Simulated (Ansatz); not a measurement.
`BC1[SiH2][SiH2]1` + `[OH][GeH3]` → `B[O][GeH3]` + `C1[SiH2][SiH2]1` at 500 K and 1 bar (ligand exchange at a B–C bond).

Computed with Ansatz on PBE0-D4/def2-TZVP structures; ΔE is electronic, products minus reactants. CCSD(T)/CBS adds triple-zeta CCSD(T) − MP2 to the extrapolated MP2 energy (def2 sets, frozen cores). For Ge outer-core shells are correlated without core-valence functions, which leaves a few kJ/mol of doubt a bond. Scalar relativity is left out up to krypton.

```json
{"species": "`BC1[SiH2][SiH2]1`", "CCSD(T)/CBS energy (Eh)": "-645.16518", "H − E (kJ/mol)": "233.2", "S (J/(mol·K))": "394.0"}
{"species": "`[OH][GeH3]`", "CCSD(T)/CBS energy (Eh)": "-2153.69723", "H − E (kJ/mol)": "124.0", "S (J/(mol·K))": "309.0"}
{"species": "`B[O][GeH3]`", "CCSD(T)/CBS energy (Eh)": "-2179.12438", "H − E (kJ/mol)": "163.6", "S (J/(mol·K))": "353.2"}
{"species": "`C1[SiH2][SiH2]1`", "CCSD(T)/CBS energy (Eh)": "-619.77066", "H − E (kJ/mol)": "192.4", "S (J/(mol·K))": "344.0"}
```

H − E and S are ideal-gas, rigid-rotor, harmonic terms from PBE0-D4/def2-TZVP, for one conformer and one mirror image of each species. 1 Eh = 2625.50 kJ/mol, R = 8.31446 J/(mol·K).

**Question.** By hand: ΔE, ΔH, ΔS and ΔG.

**Answer.** ΔE = (-2179.12438) + (-619.77066) − (-645.16518) − (-2153.69723) = -0.03263 Eh = -85.7 kJ/mol. Δ(H − E) = 163.6 + 192.4 − 233.2 − 124.0 = -1.2, so ΔH = -86.9 kJ/mol. ΔS = 353.2 + 344.0 − 394.0 − 309.0 = -5.8 J/(mol·K). ΔG = -86.9 − 500 × (-5.8)/1000 = -84.0 kJ/mol.

**Question.** By hand: the equilibrium constant, and the temperature at which ΔG would vanish if ΔH and ΔS stayed fixed.

**Answer.** log₁₀ K = −ΔG/(RT ln 10) = 8.8. ΔG = 0 at ΔH/ΔS = 14983 K, far beyond where these terms or the molecules hold.

The number of gas molecules stays the same, so ΔS is small and ΔH decides. A doubt of 5 kJ/mol in ΔE shifts log₁₀ K by 0.5 here. Other conformers and mirror images would add mixing entropy, several J/(mol·K) or more a flexible species. These are equilibria of isolated gas molecules and say nothing of rates. Largest T1 diagnostic: 0.014 (customary marks: 0.02 for closed shells, 0.045 for open ones).
